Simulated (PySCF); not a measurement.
Cartesian coordinates (Å):
```xyz
7

Mo    -0.0003     0.0001     0.0000
Cl     1.6984    -1.5710     0.0349
Cl     0.3342     0.3100    -2.2691
Cl     1.5352     1.6704     0.4551
Cl    -0.3351    -0.3107     2.2688
Cl    -1.5357    -1.6705    -0.4545
Cl    -1.6983     1.5717    -0.0357
```
Charge 0, multiplicity 1.

Task: Give the HOMO, total energy, charge on the central atom (Mulliken), LUMO and dipole moment at the level TPSSh-D3(BJ)/def2-TZVP // TPSS-D3(BJ)/def2-SVP (PySCF).

Result: 
```yaml
HOMO: -8.49 eV
total_energy: -2829.7965 Ha
charge on the central atom (Mulliken): 0.78 e
LUMO: -6.21 eV
dipole_moment: 0.00 D
```
